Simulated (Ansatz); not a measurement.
`P[SiH]1CC1` + H₂ → PH₃ + `C1C[SiH2]1` at 298.15 K and 1 bar (hydrogenolysis of a P–Si bond).

Computed with Ansatz on PBE0-D4/def2-TZVP structures; ΔE is electronic, products minus reactants. CBS: MP2 limit from def2 TZ/QZ plus the TZ coupled-cluster correction, frozen cores. This one scheme is used for every species. One conformer a species, not always the lowest.

| species | CCSD(T)/CBS energy (Eh) | H − E (kJ/mol) | S (J/(mol·K)) |
| --- | --- | --- | --- |
| `P[SiH]1CC1` | -710.29768 | 228.8 | 325.0 |
| H₂ | -1.17544 | 35.1 | 130.4 |
| PH₃ | -342.72256 | 73.1 | 210.2 |
| `C1C[SiH2]1` | -368.74760 | 196.0 | 266.1 |

H − E and S are ideal-gas, rigid-rotor, harmonic terms from PBE0-D4/def2-TZVP, for one conformer and one mirror image of each species. The MP2-based limit puts H₂ 0.8 mEh under its directly extrapolated value; such offsets cancel only in part. 1 Eh = 2625.50 kJ/mol, R = 8.31446 J/(mol·K).

By hand: ΔE, ΔH, ΔS and ΔG.

ΔE = (-342.72256) + (-368.74760) − (-710.29768) − (-1.17544) = 0.00296 Eh = 7.8 kJ/mol. Δ(H − E) = 73.1 + 196.0 − 228.8 − 35.1 = 5.2, so ΔH = 13.0 kJ/mol. ΔS = 210.2 + 266.1 − 325.0 − 130.4 = 20.9 J/(mol·K). ΔG = 13.0 − 298.15 × (20.9)/1000 = 6.8 kJ/mol.

By hand: the equilibrium constant, and the temperature at which ΔG would vanish if ΔH and ΔS stayed fixed.

log₁₀ K = −ΔG/(RT ln 10) = -1.2. ΔG = 0 at ΔH/ΔS = 622 K.

TΔS isn't small against ΔH here. A doubt of 5 kJ/mol in ΔE shifts log₁₀ K by 0.9 here. Other conformers and mirror images would add mixing entropy, several J/(mol·K) or more a flexible species. These are equilibria of isolated gas molecules and say nothing of rates. Largest T1 diagnostic: 0.013 (customary marks: 0.02 for closed shells, 0.045 for open ones).
